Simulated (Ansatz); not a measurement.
Consider the formal exchange of groups at a B–Cl bond: `ClBCl` + `O=CCC(F)(F)F` → `O=CCBCl` + `FC(F)(F)Cl`.

Calculated with Ansatz (gas phase, PBE0-D4/def2-TZVP geometries, no zero-point term in ΔE). CCSD(T)/CBS adds triple-zeta CCSD(T) − MP2 to the extrapolated MP2 energy (def2 sets, frozen cores). This one scheme is used for every species. Functionals use def2-TZVPP. B3LYP here is the variant with VWN-RPA as its local correlation; programs differ in this. Each species was taken in one conformer, which may not be the lowest.

`ClBCl`:

```xyz
4

Cl   -0.988    1.322    0.272
B    -0.034   -0.077   -0.102
Cl    1.363   -0.475    0.845
H    -0.341   -0.769   -1.016
```

`O=CCC(F)(F)F`:

```xyz
10

O     1.640    1.606   -0.931
C     0.805    0.749   -0.916
C     0.527   -0.101    0.301
C    -0.929   -0.450    0.457
F    -1.383   -1.145   -0.595
F    -1.139   -1.190    1.549
F    -1.687    0.649    0.563
H     0.204    0.515   -1.818
H     1.079   -1.041    0.194
H     0.884    0.409    1.196
```

`O=CCBCl`:

Cartesian coordinates in Å:
```
O -0.618 0.697 2.143
C 0.068 0.705 1.160
C -0.410 0.315 -0.205
B 0.359 -0.912 -0.786
Cl -0.437 -2.036 -1.849
H 1.139 0.998 1.216
H -0.120 1.130 -0.892
H -1.495 0.212 -0.229
H 1.514 -1.109 -0.558
```

`FC(F)(F)Cl`:

```xyz
5

F     0.013    0.532    1.241
C    -0.070    0.018    0.026
F    -0.645    0.902   -0.770
F    -0.827   -1.064    0.075
Cl    1.530   -0.387   -0.572
```

| level | ΔE (kJ/mol) | difference from CCSD(T)/CBS |
| --- | --- | --- |
| BLYP-D4 | 117.1 | -11.8 |
| B3LYP-D4 | 122.5 | -6.4 |
| r2SCAN0-D4 | 124.7 | -4.2 |
| ωB97M-V | 124.5 | -4.4 |
| PBE-QIDH | 127.5 | -1.4 |
| revPBE | 112.8 | -16.1 |
| PBE0 | 120.5 | -8.4 |
| RPA@PBE/def2-TZVPP | 132.3 | 3.4 |
| MP2/def2-SVP | 143.7 | 14.8 |
| MP2/def2-TZVPP | 131.6 | 2.7 |
| CCSD(T)/def2-TZVPP | 130.7 | 1.8 |
| HF/def2-QZVPP | 134.5 | 5.6 |
| MP2/def2-QZVPP | 130.2 | 1.3 |
| SCS-MP2/def2-QZVPP | 130.6 | 1.7 |
| MP2/CBS(def2) | 129.7 | 0.8 |
| CCSD/CBS(def2) | 130.3 | 1.4 |
| CCSD(T)/CBS | 128.9 | 0 |

Largest T1 diagnostic among the species: 0.014.

From BLYP to BHLYP (50 % exact exchange), in def2-TZVPP and without D4, ΔE moves by +12.5 kJ/mol. In def2-TZVPP, CCSD(T) changes the Hartree–Fock value by −4.7 kJ/mol (the triples alone add −1.4 kJ/mol) and MP2 by −3.8 kJ/mol.
